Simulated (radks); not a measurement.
Results of a calculation; reference values are marked as such.
Task: The mean radii <r> (bohr) of the occupied orbitals of an atom or ion are listed with their occupations. Code: a radial shooting solver on a logarithmic mesh with Libxc functionals. Model: Dirac Kohn-Sham, LDA (Slater exchange, Perdew-Wang correlation), spin-unpolarised, spherical densities, finite nucleus; Fermi nuclear charge, rms radius of each element as measured or else 0.836 A^(1/3) + 0.57 fm.

| orbital | occ. | <r> |
|---|---|---|
| 1s1/2 | 2 | 0.05221 |
| 2s1/2 | 2 | 0.2354 |
| 2p1/2 | 2 | 0.2043 |
| 2p3/2 | 4 | 0.2077 |
| 3s1/2 | 2 | 0.7139 |
| 3p1/2 | 2 | 0.7439 |
| 3p3/2 | 4 | 0.7549 |
| 3d3/2 | 4 | 1.008 |
| 3d5/2 | 6 | 1.018 |

Name the element and its charge. Open shells, if any, are shared by 2j + 1.

Result: Z = 29, copper, charge +1: Cu+ in [Ar] 3d10. The 1s radius gives Z: for a bare nucleus <r> = (2 gamma + 1)/(2Z) with gamma = sqrt(1 - (Z/c)^2), 0.05094 bohr for Z = 29, and screening makes it slightly larger (0.05221 here). The occupations add up to 28, and the charge is Z minus that.
